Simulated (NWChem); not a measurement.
A series in which one site is exchanged, each optimised at PBE0/def2-SVP with NWChem, gas phase unless a solvent is named. Some are not confirmed as minima by frequencies. def2 effective core potentials on Te; no spin-orbit coupling.

A: [F][Ca][F] (CaF₂; site = Ca)
B: [F][Zn][F] (ZnF2; site = Zn)
C: [F][Mg][F] (MgF₂; site = Mg)
D: F[Te]F (TeF₂; site = Te)

Values for A:

| Quantity | Value |
|---|---|
| vertical ionisation energy, ΔSCF, PBE/def2-SVP (eV) | 10.73 |
| vertical ionisation energy, ΔSCF, PBE0/def2-SVP (eV) | 11.24 |
| static polarisability, PBE0/def2-SVPD (bohr³) | 21.7 |

Question: How do these values change for the other members?

Answer: 
| change from A | B | C | D |
|---|---|---|---|
| vertical ionisation energy, ΔSCF, PBE/def2-SVP (eV) | +1.37 | +1.51 | -1.82 |
| vertical ionisation energy, ΔSCF, PBE0/def2-SVP (eV) | +1.52 | +1.60 | -1.99 |
| static polarisability, PBE0/def2-SVPD (bohr³) | -2.0 | -4.2 | +17.0 |
